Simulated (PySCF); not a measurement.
N-(silylmethyl)propan-1-amine (C₄H₁₃NSi), SMILES CCCNC[SiH3].

Coordinates come from a PBE-D3(BJ)/def2-SVP optimisation. The values are those of a single conformer.

Two levels are set side by side: TDA-PBE/def2-SVPD (PySCF) and TDA-ωB97X/def2-SVPD (PySCF). Vertical, same geometry. The lowest singlet is HOMO→LUMO 100 % with PBE and HOMO→LUMO 72 % with the other functional; states are paired by order. Differences are taken from unrounded values.

| quantity | TDA-PBE |
|---|---|
| lowest singlet excitation (eV) | 4.94 |
| lowest triplet excitation (TDA) (eV) | 4.80 |

**Question.** These are the TDA-PBE values. What does TDA-ωB97X give? (An estimate is asked for; the answer gives what the named calculation found.)

**Answer.** 
```json
[
 {"quantity": "lowest singlet excitation (eV)", "TDA-ωB97X": "6.42", "TDA-PBE minus TDA-ωB97X": "-1.48"},
 {"quantity": "lowest triplet excitation (TDA) (eV)", "TDA-ωB97X": "6.28", "TDA-PBE minus TDA-ωB97X": "-1.48"}
]
```

A lower first singlet is the usual sign of a functional without exact exchange. Differences between two approximate levels are no errors against the true value.

Rough cost on one machine, each run with all the roots and properties that it gave: TDA-ωB97X against TDA-PBE about 6 times.
